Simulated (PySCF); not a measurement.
C3H7BrMg, SMILES C[CH](C)[Mg][Br].

Coordinates come from a B3LYP-D3(BJ)/def2-SVP optimisation. One conformer was computed; it need not be the lowest.

Two levels are set side by side: PBE/def2-TZVP (PySCF) and PBE0/def2-TZVP (PySCF). Same geometry, gas phase. Differences are taken from unrounded values.

| quantity | PBE |
|---|---|
| orbital gap (eV) | 3.67 |
| highest occupied level (eV) | -5.55 |
| lowest empty level (eV) | -1.89 |
| dipole moment (D) | 2.41 |
| mean polarisability (bohr³) | 91.8 |

Q: These are the PBE values. What does PBE0 give? (The exact figures need the calculation; the answer reports its results.)

A: 
```json
[
 {"quantity": "orbital gap (eV)", "PBE0": "5.44", "PBE minus PBE0": "-1.77"},
 {"quantity": "highest occupied level (eV)", "PBE0": "-6.63", "PBE minus PBE0": "1.08"},
 {"quantity": "lowest empty level (eV)", "PBE0": "-1.20", "PBE minus PBE0": "-0.69"},
 {"quantity": "dipole moment (D)", "PBE0": "2.38", "PBE minus PBE0": "0.03"},
 {"quantity": "mean polarisability (bohr³)", "PBE0": "86.6", "PBE minus PBE0": "5.2"}
]
```

PBE's occupied levels lie high since its potential decays too fast outside the molecule; exact exchange lowers them and widens the gap. PBE's more diffuse valence density responds more strongly to a field. Differences between two approximate levels are no errors against the true value.

Rough cost on one machine, each run with all the roots and properties that it gave: PBE0 against PBE within a factor of 2.
